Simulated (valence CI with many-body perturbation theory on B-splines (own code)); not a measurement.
**Sensitivity of CI+MBPT for Au LIX**

Calculated by valence CI with perturbative core correlation (CI+MBPT): three valence electrons over a frozen Dirac-Fock core [Ar], radial functions for each j: 6 s, 6 p, 5 d, 5 f, 1 g, with the one-electron correlation potential Σ1 (screened to all orders), the two-electron term Σ2, the three-electron term Σ3, Breit, model QED; selected single and double excitations, second order for the rest, scaled by the run's own slope (own B-spline code, finite nucleus).

The last digits are not significant, and no measured levels were compared; by estimate large intervals hold to a few tenths of a per cent, small ones and those within an open d or f shell to about a per cent. The list stops below the first excitations out of the core. Only levels of the ground parity were solved; by the run's estimate the other parity begins above the list, which can be wrong where configurations are misplaced.

The reference run has the lowest level (3d3/2^3) J=3/2 and an ionisation energy of 5994.89 eV. Its largest variational space holds 2182 state functions.

Levels are named by their leading jj configuration (3d3/2^4 stands for four electrons in 3d with j = 3/2), which in mixed levels can hold well under half, so a name can repeat and another be missing. Letters in brackets count levels of one name in rising energy.

Changed runs:
A. correlating orbitals by l 3 3 3 3 1 → 3 2 1 3 0
B. averaging of valence orbitals over low configurations on → off
C. Breit term on → off
D. start configuration 3d3 → 3s3 (bad on purpose)

Excitation energies of the reference run in cm⁻¹, and shifts in cm⁻¹:

| Level | Reference | A | B | C |
| --- | --- | --- | --- | --- |
| (3d3/2^2 3d5/2) J=5/2 [a] | 739325 | -256 | +158 | +19831 |
| (3d3/2^2 3d5/2) J=3/2 | 793443 | -41 | +47 | +16697 |
| (3d3/2^2 3d5/2) J=9/2 | 824085 | +148 | +5.6 | +35274 |
| (3d3/2^2 3d5/2) J=7/2 | 828395 | +53 | +24 | +30238 |
| (3d3/2^2 3d5/2) J=1/2 | 841063 | +111 | -43 | +19229 |
| (3d3/2^2 3d5/2) J=5/2 [b] | 1052690 | +428 | -257 | +18458 |
| (3d3/2 3d5/2^2) J=7/2 [a] | 1553370 | -233 | +157 | +41475 |
| (3d3/2 3d5/2^2) J=9/2 | 1594610 | -74 | +101 | +50678 |
| (3d3/2 3d5/2^2) J=3/2 [a] | 1642050 | -72 | +27 | +33727 |
| (3d3/2 3d5/2^2) J=1/2 | 1668150 | +149 | -71 | +36494 |
| (3d3/2 3d5/2^2) J=11/2 | 1676230 | +279 | -34 | +58924 |
| (3d3/2 3d5/2^2) J=5/2 [a] | 1678100 | +34 | -15 | +37022 |
| Ionisation energy (eV) | 5994.89 | -0.07 | +0.039 | +6.19 |

Run D: It gave no result: a shell was given more electrons than it holds. The program said: "a valence shell holds more than 4l+2 electrons".
